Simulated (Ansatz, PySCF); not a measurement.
C4H12Si2, SMILES C1[C@H]([SiH2][SiH2]1)CC.

The structure is a stationary point at B3LYP-D3(BJ)/def2-SVP. The structure was generated by enumeration; whether it is a known compound was not checked. The values are those of a single conformer.

Vertical ionisation energy (IE) and electron affinity (EA) in eV. Rows of orbital energies are one-electron estimates. Where ΔSCF, EOM or ADC give a negative EA the extra electron is unbound and the value depends on the basis.

| level | IE | EA |
|---|---|---|
| −ε(HOMO), −ε(LUMO), B3LYP/def2-TZVP (PySCF) | 7.11 | 0.11 |
| −ε(HOMO), −ε(LUMO), PBE/def2-TZVP (PySCF) | ? | ? |
| ΔSCF, PBE0/def2-SVPD (Ansatz), final states of multiplicity 2 and 2 | 9.12 | -1.28 |
| ΔSCF, PBE/def2-SVPD (Ansatz), final states of multiplicity 2 and 2 | 8.90 | -1.10 |

**Question.** Complete the blanks. (The exact figures need the calculation; the answer reports its results.)

**Answer.** 
- −ε(HOMO), −ε(LUMO), PBE/def2-TZVP (PySCF), IE: 6.24
- −ε(HOMO), −ε(LUMO), PBE/def2-TZVP (PySCF), EA: 0.73

**Question.** What vertical singlet–triplet gap does ΔSCF give with PBE0/def2-SVPD (Ansatz, a first-principles code) and with PBE/def2-SVPD (Ansatz)? (Estimate from the structure and the level; the computed values follow.)

**Answer.** 5.39 and 5.13 eV (triplet above singlet where positive).
